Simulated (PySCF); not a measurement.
Si(H)(F)(Et)(Vi), SMILES C=C[SiH](F)CC (C₄H₉FSi) (GFN2-xTB optimised geometry):

```
15

Si    -1.040    -0.035     0.000
F     -1.526    -0.655    -1.417
C     -1.761    -1.163     1.320
C     -1.399    -1.186     2.593
C      0.860    -0.035     0.000
C      1.457     0.796    -1.133
H     -1.614     1.307     0.000
H     -2.545    -1.839     0.999
H     -0.628    -0.537     2.977
H     -1.851    -1.851     3.313
H      1.225    -1.061    -0.086
H      1.233     0.343     0.953
H      1.161     1.839    -1.044
H      2.545     0.747    -1.118
H      1.113     0.428    -2.097
```

Level of theory: PySCF 2.14.0 with PBE0/def2-TZVP.

What are the frontier orbital energies and the dipole moment?

HOMO-2 -9.06 eV, HOMO-1 -8.54 eV, HOMO -7.96 eV, LUMO -0.61 eV, LUMO+1 0.61 eV; dipole moment 1.98 D.

On the same geometry PBE/def2-TZVP (PySCF 2.14.0) gives HOMO-2 -7.66 eV, HOMO-1 -7.23 eV, HOMO -6.78 eV, LUMO -1.60 eV, LUMO+1 -0.28 eV; dipole moment 1.88 D.

Meta-Löwdin charges at PBE0/def2-TZVP: Si1 1.06, F2 -0.52, C3 -0.37, C4 -0.22, C5 -0.46, C6 -0.34, H7 -0.12, H8 0.13, H9 0.12, H10 0.13, H11 0.13, H12 0.12, H13 0.11, H14 0.12, H15 0.12.
